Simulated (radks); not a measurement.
The numbers below are computed, except where a source is named.
Task: These are the eigenvalues of the occupied orbitals of an atom or ion with whole-number occupations (eV). Level of theory: scalar-relativistic Kohn-Sham, r2SCAN, spin-polarised, spherical densities, finite nucleus; meta-GGA in the generalised Kohn-Sham scheme; Fermi nuclear charge, rms radius of each element as measured or else 0.836 A^(1/3) + 0.57 fm (a radial shooting solver on a logarithmic mesh with Libxc functionals).

| orbital | eigenvalue |
|---|---|
| 1s up | -14333.19 |
| 1s down | -14331.20 |
| 2s up | -2685.868 |
| 2s down | -2684.828 |
| 2p up | -2486.485 |
| 2p down | -2484.487 |
| 3s up | -1005.569 |
| 3s down | -997.2478 |
| 3p up | -940.5716 |

Which element is it, and in what charge state? The configuration may be excited. Open shells, if any, are filled with parallel spins first.

Result: Z = 35, bromine, charge +22: Br22+ in [Ne] 3s2 3p1. The list shows which subshells hold electrons but not how many an open one holds; the 1s level, -526.74 hartree, gives Z - s = 32.5 by -(Z - s)^2/2, which with screening and relativity narrows Z to a few neighbours, and the depths of the outer levels then fix element, charge and occupations together.
